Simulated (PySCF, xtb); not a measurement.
**Ranking isomers of GeH3NP+**

5 gas-phase structures of GeH3NP+, found in a search over its isomers (lower ones may exist). Each was relaxed with GFN2-xTB; where two conformers were screened, the lower at r2SCAN-D4/def2-SVP is listed:

A. `P#[N+][GeH3]`, a singlet
B. `[H]/P=[NH+]\[GeH]`, a singlet
C. a singlet given by its coordinates
D. a singlet given by its coordinates
E. `[PH3+][N+]#[Ge-]`, a singlet

C (Å):

```xyz
6

Ge    0.5340    0.7940    0.3396
N     0.7808   -1.2397   -0.0180
P    -1.0468   -0.8618   -0.0095
H     1.1864   -1.6571   -0.8557
H    -1.0237   -0.5242   -1.3899
H     1.0686   -1.8317    0.7633
```

Close contacts (Å): Ge1–N2 2.08, Ge1–P3 2.32, N2–P3 1.87, N2–H4 1.02, N2–H6 1.02, P3–H5 1.42.

D (Å):

```xyz
6

Ge   -0.7152   -2.8025    2.5067
N    -0.1431   -1.3276    1.6969
P     1.1015   -1.0918    2.9425
H    -0.2825   -0.7094    0.9028
H     2.1957   -0.9158    2.0838
H     0.8245    0.2504    3.2344
```

Close contacts (Å): Ge1–N2 1.78, Ge1–P3 2.53, N2–P3 1.78, N2–H4 1.02, P3–H5 1.40, P3–H6 1.40.

Which do you expect lowest at r2SCAN-D4/def2-SVP, and how would the others follow?

Calculated order at r2SCAN-D4/def2-SVP: E (0.0), C (0.4), D (2.9), A (18.0), B (28.8) kcal/mol. Less than 1 kcal/mol parts E and C, so the order within that pair means little.

Energies above the lowest of each column, in kcal/mol; the last columns are at PBE0-D4/def2-SVP geometries and were run for some of them only (a dash: not run or not comparable):

```csv
structure,GFN2-xTB,HF/STO-3G,r2SCAN-D4/def2-SVP,PBE0-D4/def2-SVP,CCSD(T)/def2-SVP + ΔMP2/def2-TZVPP
E,0.0,41.7,0.0,1.5,0.0
C,9.6,22.0,0.4,0.0,5.1
D,6.0,23.8,2.9,0.3,3.9
A,32.0,0.0,18.0,–,–
B,19.6,49.7,28.8,–,–
```

CCSD(T)/def2-SVP + ΔMP2/def2-TZVPP puts E lowest of those it was run on; HF/STO-3G picks A, PBE0-D4/def2-SVP picks C. CCSD(T)/def2-SVP + ΔMP2/def2-TZVPP orders those it was run on as E (0.0), D (3.9), C (5.1) kcal/mol. Some further structures that were screened fall inside this span and aren't listed. Flexible structures stand in one conformer each, not always the lowest. Frequencies (GFN2-xTB) were run for C, D, E alone. ΔMP2 is the change of the MP2 energy from the smaller to the larger basis.

Over these structures GFN2-xTB departs from r2SCAN-D4/def2-SVP by 6.5 kcal/mol on average once a common shift is removed. A GFN2-xTB relaxation took about 0.066 s and the r2SCAN-D4/def2-SVP energy about 6.9 s on a shared host (PySCF 2.14.0, xtb 6.7.1).
